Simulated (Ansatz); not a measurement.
Mulliken charges of C2H3FSSi (`FC1=C(S)[SiH2]1`) from B3LYP/def2-TZVPP in Ansatz (PBE0-D4/def2-TZVP geometry).

| atom | x (Å) | y (Å) | z (Å) | charge (e) |
| --- | --- | --- | --- | --- |
| F1 | 1.511 | 1.594 | 0.026 | -0.191 |
| C2 | 0.799 | 0.479 | 0.022 | 0.147 |
| C3 | -0.502 | 0.209 | -0.045 | -0.105 |
| S4 | -2.044 | 0.955 | -0.162 | -0.092 |
| Si5 | 0.547 | -1.290 | 0.069 | 0.258 |
| H6 | -1.625 | 2.234 | -0.181 | 0.107 |
| H7 | 0.774 | -2.162 | -1.110 | -0.062 |
| H8 | 0.631 | -2.077 | 1.325 | -0.062 |

Q: By hand: the dipole of these point charges (1 e Å = 4.8032 D).

A: Σ q r = (-0.050, -0.175, 0.003) e Å, of length 0.182 e Å = 0.87 D.

Q: How does the dipole of the full density compare? (Estimate.)

A: Ansatz gave: (-0.036, -0.138, 0.003) e Å, 0.69 D; the point charges give 1.26 times that, at 1° from its direction.

Point charges leave out the atoms' own dipoles, such as those of lone pairs, and Mulliken's split depends on the basis, so the two needn't agree.

B3LYP here is the variant with VWN-RPA as its local correlation; programs differ in this.
